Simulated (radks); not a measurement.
The numbers below are computed, except where a source is named.
Question: The mean radii <r> (bohr) of the occupied orbitals of an atom or ion are listed with their occupations. Code: a radial shooting solver on a logarithmic mesh with Libxc functionals. Model: scalar-relativistic Kohn-Sham, PBEsol, spin-polarised, spherical densities, finite nucleus; Fermi nuclear charge, rms radius of each element as measured or else 0.836 A^(1/3) + 0.57 fm.

| orbital | occ. | <r> |
|---|---|---|
| 1s down | 1 | 0.03264 |
| 1s up | 1 | 0.03264 |
| 2s up | 1 | 0.1420 |
| 2s down | 1 | 0.1420 |
| 2p up | 3 | 0.1238 |
| 2p down | 3 | 0.1237 |
| 3s up | 1 | 0.3909 |
| 3s down | 1 | 0.3908 |
| 3p up | 3 | 0.3907 |
| 3p down | 3 | 0.3905 |
| 3d up | 5 | 0.3704 |
| 3d down | 5 | 0.3701 |
| 4s up | 1 | 0.9679 |
| 4s down | 1 | 0.9637 |
| 4p up | 3 | 1.053 |
| 4p down | 3 | 1.049 |
| 4d up | 5 | 1.301 |

Name the element and its charge. Open shells, if any, are filled with parallel spins first.

Answer: Z = 45, rhodium, charge +4: Rh4+ in [Kr] 4d5. The 1s radius gives Z: for a bare nucleus <r> = (2 gamma + 1)/(2Z) with gamma = sqrt(1 - (Z/c)^2), 0.0321 bohr for Z = 45, and screening makes it slightly larger (0.03264 here). The occupations add up to 41, and the charge is Z minus that.
